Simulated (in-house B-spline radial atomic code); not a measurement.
Ba⁺. Computed with a B-spline radial atomic code. Model: non-relativistic spherical atom: semilocal Troullier-Martins pseudo-atom, one channel per l, against all electrons, high spin, G0W0 and RPA with empty states to l = 8, local potential for every l without a channel, a model core (radius 0 = none) keeps its share of the functional.

Without relativity these are model numbers for so heavy an element.

What the tables leave out is listed at the end.

The pseudopotential gives back the lowest level of each angular momentum of its own functional in the configuration it was made in; a second state of the same l is only approximately right. Exact exchange, RPA and GW see the smooth pseudo-orbitals and miss the exchange with the core, for which the functional's share stands in. The column with an uncorrelated core keeps all orbitals and exact exchange, and so separates missing core correlation from pseudisation. Only the three outermost levels and the lowest empty one were computed. RPA here is direct RPA, with no exchange kernel, and its energies carry an (l + 1/2)⁻⁴ tail. A hybrid on a potential with a model core restores only its own semilocal share of the core's exchange.

Command:
```bash
python run_psgw.py task.json out
```
Settings (lengths in bohr, energies in hartree):
```
Z                      56
electrons              55
configuration          [Xe] 6s1
generated_in           [Xe] 6s2
functional             pbe,pbe
core_shells            10
radius_factor          1.15
core_correction        False
ion_configuration      [Kr] 4d10 5s2 5p6
```

Run time, properties included: 67 s on 1 thread of Arm Neoverse N1 (shared host).

Given: made with PBE; model core radius 0 bohr; local radius 2.15 bohr; mean-field start PBE0.

Valence shells of the generating configuration: 5p, 6s.

Channel: s 3.4, p 1.93, d 2.737 (radii in bohr).

Computed: largest level miss in the spin-unpolarised generating configuration 0.001 eV; valence RPA correlation energy all-electron orbitals -0.26642 hartree; valence RPA correlation energy pseudo -0.37036 hartree; all-electron RPA polarisability, core included 76.441 bohr³; ionisation by mean-field all-electron 9.6691 eV; ionisation by mean-field pseudo minus all 0.232 eV; ionisation by RPA all-electron 10.064 eV.

| level | occupied | mean-field all-electron (eV) | mean-field pseudo minus all (eV) | G0W0 all-electron (eV) | G0W0 uncorrelated core minus all (eV) | G0W0 pseudo minus all (eV) | exchange self-energy all-electron (eV) | exchange self-energy pseudo (eV) |
| --- | --- | --- | --- | --- | --- | --- | --- | --- |
| 6s up | 1 | -8.0861 | -0.184 | -10.093 | 0.088 | -0.443 | -6.9161 | -7.2933 |

Question: What is the ionisation by RPA pseudo minus all?

Answer: 0.514 eV.

Question: What is the pseudo-atom RPA polarisability?

Answer: 68.364 bohr³.

Given: mean-field start Hartree-Fock.

Computed: valence RPA correlation energy all-electron orbitals -0.21125 hartree; valence RPA correlation energy pseudo -0.30688 hartree; all-electron RPA polarisability, core included 58.903 bohr³; ionisation by mean-field all-electron 9.0663 eV; ionisation by mean-field pseudo minus all 1.029 eV; ionisation by RPA all-electron 9.7711 eV.

```csv
level,occupied,mean-field all-electron (eV),mean-field pseudo minus all (eV),G0W0 all-electron (eV),G0W0 uncorrelated core minus all (eV),G0W0 pseudo minus all (eV),exchange self-energy all-electron (eV),exchange self-energy pseudo (eV)
6s up,1,-9.0931,-1.108,-9.9185,0.077,-0.629,-6.4361,-8.1956
5p down,1,-29.717,2.594,-30.267,0.05,2.077,-22.748,-15.352
5p up,?,?,?,?,?,?,?,?
6s down (empty),0,-4.0156,-0.418,-4.9311,0.052,-0.161,-0.79601,-1.3709
```

Question: What belongs in the row 5p up?

Answer: occupied: 1; mean-field all-electron (eV): -29.811; mean-field pseudo minus all (eV): 2.076; G0W0 all-electron (eV): -30.344; G0W0 uncorrelated core minus all (eV): 0.041; G0W0 pseudo minus all (eV): 1.931; exchange self-energy all-electron (eV): -22.751; exchange self-energy pseudo (eV): -15.842.

Question: What is the ionisation by RPA pseudo minus all?

Answer: 0.556 eV.

Question: What is the pseudo-atom RPA polarisability?

Answer: 39.055 bohr³.

Among the listed levels the largest G0W0 shift of the pseudo-atom is +2.08 eV, for 5p down on the Hartree-Fock start, while leaving the core uncorrelated moves that level by +0.05 eV. So pseudisation and the lost core exchange, not the missing core correlation, make the error. Not in the tables (levels of low weight, unsolved or above zero; the highest and the empty levels are kept at any weight): the PBE start was refused, since an empty level lay at or below an occupied one; on PBE0 the G0W0 levels 5p down (pseudo minus all +1.06 eV, weights 0.65 and 0.78), 5p up (pseudo minus all +1.15 eV, weights 0.53 and 0.76), 5d up (pseudo minus all -0.61 eV, weights 0.40 and 0.62).
